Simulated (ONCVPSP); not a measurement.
**Scattering properties, ONCV potential for Sn (Z = 50)**

Sn, optimised norm-conserving Vanderbilt (ONCV), made with ONCVPSP 4.0.1 (PW91, fully relativistic). Core [Ar] 3d10, reference 4s2 4p6 4d10 5s1.75 5p2.25. Waves: 4s+5s: rc 1.55 bohr, ncon 5, nbas 8, qcut 8.9 1/bohr, 2 projectors; 4p+5p: rc 1.70 bohr, ncon 4, nbas 7, qcut 8.2 1/bohr, 2 projectors; 4d: rc 1.15 bohr, ncon 4, nbas 8, qcut 7.4 1/bohr, 1 projector. Local part: polynomial inside 1.05 bohr (lpopt 4, dvloc0 0 Ha). Core correction: none.

Open shells are filled in proportion to 2j + 1.

The phase is arctan(r·R′/R) of the radial function R(r), unwrapped; energies in Ha, scanned from -6 to 5 Ha. A pole is an energy at which the radial function vanishes at the test radius. The pseudo phase is shifted by a multiple of π to meet the all-electron one at the reference energy, and phase errors are pseudo minus all-electron; the curves can meet again beyond the range given. Levels narrower than the energy grid can be missing from the lists of poles.

Q: For each channel, where are the poles, and over which energies does the pseudopotential scatter like the atom?

A:

```csv
channel,radius (bohr),reference energy (Ha),"poles, all-electron","poles, pseudo",unbroken range about the reference energy with phases within 0.05 rad,phase error 1 Ha above the reference energy (rad)
s,1.57,-0.40,-4.73,-4.73,the whole range,-0.000
p3/2,1.73,-0.14,"-3.05, 4.92","-3.05, 4.87",the whole range,-0.000
p1/2,1.73,-0.16,"-3.36, 4.61","-3.36, 4.59",the whole range,-0.000
d5/2,1.16,-0.95,2.07,2.10,the whole range,+0.000
d3/2,1.16,-0.99,1.96,1.99,the whole range,+0.001
```

Phases in the d3/2 channel:

```json
{"E (Ha)": "-5.96", "all-electron": "1.135", "pseudo": "1.135"}
{"E (Ha)": "-5.68", "all-electron": "1.111", "pseudo": "1.111"}
{"E (Ha)": "-5.40", "all-electron": "1.083", "pseudo": "1.083"}
{"E (Ha)": "-5.12", "all-electron": "1.050", "pseudo": "1.050"}
{"E (Ha)": "-4.84", "all-electron": "1.011", "pseudo": "1.012"}
{"E (Ha)": "-4.56", "all-electron": "0.965", "pseudo": "0.966"}
{"E (Ha)": "-4.28", "all-electron": "0.908", "pseudo": "0.909"}
{"E (Ha)": "-4.00", "all-electron": "0.838", "pseudo": "0.839"}
{"E (Ha)": "-3.72", "all-electron": "0.749", "pseudo": "0.750"}
{"E (Ha)": "-3.44", "all-electron": "0.635", "pseudo": "0.637"}
{"E (Ha)": "-3.16", "all-electron": "0.488", "pseudo": "0.489"}
{"E (Ha)": "-2.88", "all-electron": "0.299", "pseudo": "0.300"}
{"E (Ha)": "-2.60", "all-electron": "0.066", "pseudo": "0.068"}
{"E (Ha)": "-2.32", "all-electron": "-0.195", "pseudo": "-0.194"}
{"E (Ha)": "-2.04", "all-electron": "-0.454", "pseudo": "-0.454"}
{"E (Ha)": "-1.76", "all-electron": "-0.682", "pseudo": "-0.682"}
{"E (Ha)": "-1.48", "all-electron": "-0.866", "pseudo": "-0.866"}
{"E (Ha)": "-1.20", "all-electron": "-1.010", "pseudo": "-1.010"}
{"E (Ha)": "-0.92", "all-electron": "-1.121", "pseudo": "-1.121"}
{"E (Ha)": "-0.64", "all-electron": "-1.208", "pseudo": "-1.208"}
{"E (Ha)": "-0.36", "all-electron": "-1.278", "pseudo": "-1.278"}
{"E (Ha)": "-0.08", "all-electron": "-1.336", "pseudo": "-1.335"}
{"E (Ha)": "0.20", "all-electron": "-1.383", "pseudo": "-1.383"}
{"E (Ha)": "0.48", "all-electron": "-1.423", "pseudo": "-1.423"}
{"E (Ha)": "0.76", "all-electron": "-1.458", "pseudo": "-1.457"}
{"E (Ha)": "1.04", "all-electron": "-1.489", "pseudo": "-1.488"}
{"E (Ha)": "1.32", "all-electron": "-1.517", "pseudo": "-1.515"}
{"E (Ha)": "1.60", "all-electron": "-1.542", "pseudo": "-1.540"}
{"E (Ha)": "1.88", "all-electron": "-1.565", "pseudo": "-1.562"}
{"E (Ha)": "2.16", "all-electron": "-1.586", "pseudo": "-1.583"}
{"E (Ha)": "2.44", "all-electron": "-1.607", "pseudo": "-1.603"}
{"E (Ha)": "2.72", "all-electron": "-1.626", "pseudo": "-1.622"}
{"E (Ha)": "3.00", "all-electron": "-1.645", "pseudo": "-1.641"}
{"E (Ha)": "3.28", "all-electron": "-1.664", "pseudo": "-1.659"}
{"E (Ha)": "3.56", "all-electron": "-1.683", "pseudo": "-1.677"}
{"E (Ha)": "3.84", "all-electron": "-1.703", "pseudo": "-1.695"}
{"E (Ha)": "4.12", "all-electron": "-1.722", "pseudo": "-1.713"}
{"E (Ha)": "4.40", "all-electron": "-1.743", "pseudo": "-1.732"}
{"E (Ha)": "4.68", "all-electron": "-1.765", "pseudo": "-1.752"}
{"E (Ha)": "4.96", "all-electron": "-1.788", "pseudo": "-1.774"}
```
